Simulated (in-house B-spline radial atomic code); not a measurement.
Binding energies in Sr VIII (Sr7+)

NIST's tabulated ground configuration is [Ar] 3d10 4s2 4p1; each binding energy is the energy of the ion with one electron taken from that subshell, relaxed, less that of the parent. Computed with an all-electron radial atomic-structure program (B-spline basis): Dirac-Hartree-Fock, average of configuration, Fermi nucleus of rms radius 4.224 fm. Energies include first-order Breit, QED and recoil terms.

```csv
subshell,X-ray name,binding energy (eV),-ε (eV),relaxation (eV)
1s,K,16230.4,16318.6,49.0
2s,L1,2345,2370.9,22.3
3s,M1,480.2,485.5,4.7
3d3/2,M4,253.5,258.8,5.3
3d5/2,M5,251.7,256.9,5.2
4s,N1,139.4,139.8,0.3
4p,"N2,3",119.6,119.9,0.2
```

Relaxation = -ε minus the binding energy without Breit, QED and recoil terms.

Problem. What does it cost to remove both a 1s and a 4p electron?

Solution. 16374 eV, which is 24.12 eV more than the two single binding energies together.

Problem. What does it cost to remove both a 3d5/2 and a 4p electron?

Solution. 393.29 eV, which is 21.97 eV more than the two single binding energies together.

Problem. What does it cost to remove both a 3s and a 4p electron?

Solution. 621.8 eV, which is 21.97 eV more than the two single binding energies together.
